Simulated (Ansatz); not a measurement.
`C[NH][GeH]([F])[Cl]` + H–F → `C[NH][GeH]([F])[F]` + HCl at 700 K and 1 bar (ligand exchange at a Ge–Cl bond).

Isolated molecules relaxed with PBE0-D4/def2-TZVP in Ansatz; ΔE leaves out vibrations. CBS: MP2 limit from def2 TZ/QZ plus the TZ coupled-cluster correction, frozen cores. This one scheme is used for every species. For Ge outer-core shells are correlated without core-valence functions, which leaves a few kJ/mol of doubt a bond. Scalar relativity is left out up to krypton. Each species was taken in one conformer, which may not be the lowest.

```csv
species,CCSD(T)/CBS energy (Eh),H − E (kJ/mol),S (J/(mol·K))
`C[NH][GeH]([F])[Cl]`,-2731.53480,252.2,483.6
H–F,-100.39570,45.2,198.5
`C[NH][GeH]([F])[F]`,-2371.54669,253.3,469.7
HCl,-460.38127,38.4,211.8
```

H − E and S are ideal-gas, rigid-rotor, harmonic terms from PBE0-D4/def2-TZVP, for one conformer and one mirror image of each species. 1 Eh = 2625.50 kJ/mol, R = 8.31446 J/(mol·K).

Problem. By hand: ΔE, ΔH, ΔS and ΔG.

Solution. ΔE = (-2371.54669) + (-460.38127) − (-2731.53480) − (-100.39570) = 0.00254 Eh = 6.7 kJ/mol. Δ(H − E) = 253.3 + 38.4 − 252.2 − 45.2 = -5.7, so ΔH = 1.0 kJ/mol. ΔS = 469.7 + 211.8 − 483.6 − 198.5 = -0.6 J/(mol·K). ΔG = 1.0 − 700 × (-0.6)/1000 = 1.4 kJ/mol.

Problem. By hand: the equilibrium constant, and the temperature at which ΔG would vanish if ΔH and ΔS stayed fixed.

Solution. log₁₀ K = −ΔG/(RT ln 10) = -0.1. ΔH and −TΔS have one sign here, so there is no such temperature.

TΔS isn't small against ΔH here. The sign of ΔG lies within the doubt. A doubt of 5 kJ/mol in ΔE shifts log₁₀ K by 0.4 here. Other conformers and mirror images would add mixing entropy, several J/(mol·K) or more a flexible species. Modes under 60 cm⁻¹, often nearly free rotors, make the harmonic entropy too high. These are equilibria of isolated gas molecules and say nothing of rates. Largest T1 diagnostic: 0.012 (customary marks: 0.02 for closed shells, 0.045 for open ones).

ΔS is within the doubt of such terms, so its sign, and with it that verdict, could turn.
